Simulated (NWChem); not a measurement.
Program: NWChem. System: H3BF3N, charge 1, spin multiplicity 2, at the geometry of a parent with another charge or spin, in a state set for the comparison that need not be this species' ground state. Its SCF solution wasn't tested for a lower state.

Input file:

```
start mol
memory heap 200 mb stack 900 mb global 1100 mb
charge 1
geometry units angstroms nocenter noautoz noautosym
  B     -0.026740     0.131026     0.167582
  F      1.210326     0.180044     0.745010
  F     -0.978871    -0.493492     0.922289
  F     -0.434024     1.306069    -0.397693
  N      0.182460    -0.894083    -1.143573
  H     -0.685385    -0.969139    -1.675458
  H      0.451797    -1.825405    -0.824522
  H      0.913189    -0.535595    -1.759373
end
basis spherical
  * library def2-tzvp
end
dft
  xc xpbe96 cpbe96
  odft
  mult 2
  semidirect memsize 60000000 filesize 0
  iterations 100
end
task dft energy
```

The output up to the point where the run's verdict is printed (cleaned and shortened):

```
             Northwest Computational Chemistry Package (NWChem) 7.3.0
             --------------------------------------------------------

                                NWChem Input Module
                                -------------------

 Scaling coordinates for geometry "geometry" by  1.889725989
 (inverse scale =  0.529177249)

                             Geometry "geometry" -> ""
                             -------------------------

 Output coordinates in angstroms (scale by  1.889725989 to convert to a.u.)

  No.       Tag          Charge          X              Y              Z
 ---- ---------------- ---------- -------------- -------------- --------------
    1 B                    5.0000    -0.02674000     0.13102600     0.16758200
    2 F                    9.0000     1.21032600     0.18004400     0.74501000
    3 F                    9.0000    -0.97887100    -0.49349200     0.92228900
    4 F                    9.0000    -0.43402400     1.30606900    -0.39769300
    5 N                    7.0000     0.18246000    -0.89408300    -1.14357300
    6 H                    1.0000    -0.68538500    -0.96913900    -1.67545800
    7 H                    1.0000     0.45179700    -1.82540500    -0.82452200
    8 H                    1.0000     0.91318900    -0.53559500    -1.75937300

 Effective nuclear repulsion energy (a.u.)     191.4831577830

            Nuclear Dipole moment (a.u.)
            ----------------------------
        X                 Y               Z
 ---------------- ---------------- ----------------
    -0.0000000000    -0.0000018897     0.0000000000


 Summary of "ao basis" -> "" (spherical)
 ------------------------------------------------------------------------------
       Tag                 Description            Shells   Functions and Types
 ---------------- ------------------------------  ------  ---------------------
 *                         def2-tzvp                  on all atoms

  pbe96 is a nonlocal functional; adding pw91lda local functional.

                                 NWChem DFT Module
                                 -----------------
[...]
 d= 0,ls=0.5,diis    75   -380.4810818099 -1.38D-04  8.16D-06  2.15D-03   138.9
                                                     5.49D-05  1.22D-03
 d= 0,ls=0.5,diis    76   -380.4811890642 -1.07D-04  3.39D-05  2.18D-03   140.8
                                                     5.61D-05  1.23D-03
 d= 0,ls=0.5,diis    77   -380.4815527584 -3.64D-04  3.51D-05  1.23D-03   142.6
                                                     5.35D-05  7.75D-04
 d= 0,ls=0.5,diis    78   -380.4818580490 -3.05D-04  2.43D-05  5.94D-04   144.5
                                                     4.89D-05  4.08D-04
 d= 0,ls=0.5,diis    79   -380.4820469789 -1.89D-04  2.94D-05  3.47D-04   146.2
                                                     4.75D-05  2.52D-04
 d= 0,ls=0.5,diis    80   -380.4822240705 -1.77D-04  1.68D-05  9.81D-05   148.0
                                                     4.35D-05  1.05D-04
 d= 0,ls=0.5,diis    81   -380.4823369342 -1.13D-04  3.03D-05  4.46D-05   149.7
                                                     4.36D-05  6.69D-05
 d= 0,ls=0.5,diis    82   -380.4824326999 -9.58D-05  1.60D-05  2.37D-05   151.5
                                                     3.88D-05  5.05D-05
 d= 0,ls=0.5,diis    83   -380.4825016526 -6.90D-05  8.94D-06  5.20D-05   153.2
                                                     3.71D-05  7.19D-05
 d= 0,ls=0.5,diis    84   -380.4825726438 -7.10D-05  2.92D-06  5.62D-05   154.9
                                                     3.67D-05  7.91D-05
 d= 0,ls=0.5,diis    85   -380.4826529436 -8.03D-05  5.22D-06  2.86D-05   156.7
                                                     3.79D-05  6.38D-05
 d= 0,ls=0.5,diis    86   -380.4827356466 -8.27D-05  1.09D-05  1.97D-06   158.4
                                                     3.62D-05  4.16D-05
 d= 0,ls=0.5,diis    87   -380.4828009266 -6.53D-05  2.90D-05  2.03D-05   160.1
                                                     3.70D-05  5.15D-05
 d= 0,ls=0.5,diis    88   -380.4828066146 -5.69D-06  5.43D-06  2.38D-04   161.8
                                                     3.23D-05  1.63D-04
 d= 0,ls=0.5,diis    89   -380.4828791454 -7.25D-05  2.70D-06  1.54D-04   163.5
                                                     3.20D-05  1.38D-04
 d= 0,ls=0.5,diis    90   -380.4829494458 -7.03D-05  2.14D-05  1.09D-04   165.2
                                                     3.16D-05  1.13D-04
 d= 0,ls=0.5,diis    91   -380.4829411617  8.28D-06  3.99D-06  3.37D-04   167.0
                                                     2.92D-05  2.32D-04
 d= 0,ls=0.5,diis    92   -380.4830136095 -7.24D-05  4.70D-06  2.29D-04   168.7
                                                     2.84D-05  1.90D-04
 d= 0,ls=0.5,diis    93   -380.4830634345 -4.98D-05  1.25D-05  2.32D-04   170.5
                                                     2.73D-05  1.86D-04
 d= 0,ls=0.5,diis    94   -380.4830727758 -9.34D-06  7.87D-06  3.61D-04   172.2
                                                     2.56D-05  2.56D-04
 d= 0,ls=0.5,diis    95   -380.4830968312 -2.41D-05  7.42D-06  4.12D-04   173.9
                                                     2.74D-05  2.91D-04
 d= 0,ls=0.5,diis    96   -380.4831893921 -9.26D-05  6.59D-06  2.25D-04   175.6
                                                     2.82D-05  1.91D-04
 d= 0,ls=0.5,diis    97   -380.4832699533 -8.06D-05  1.82D-05  1.17D-04   177.3
                                                     2.63D-05  1.18D-04
 d= 0,ls=0.5,diis    98   -380.4832570155  1.29D-05  6.45D-06  3.13D-04   179.0
                                                     2.35D-05  2.18D-04
 d= 0,ls=0.5,diis    99   -380.4832861016 -2.91D-05  1.63D-05  3.15D-04   180.8
                                                     2.31D-05  2.34D-04
 d= 0,ls=0.5,diis   100   -380.4832512292  3.49D-05  3.97D-06  5.48D-04   182.5
                                                     2.13D-05  3.63D-04
```

The run did not converge; its last values are not results. The next line reads: Calculation failed to converge. NWChem stopped with the message: dft energy failed.
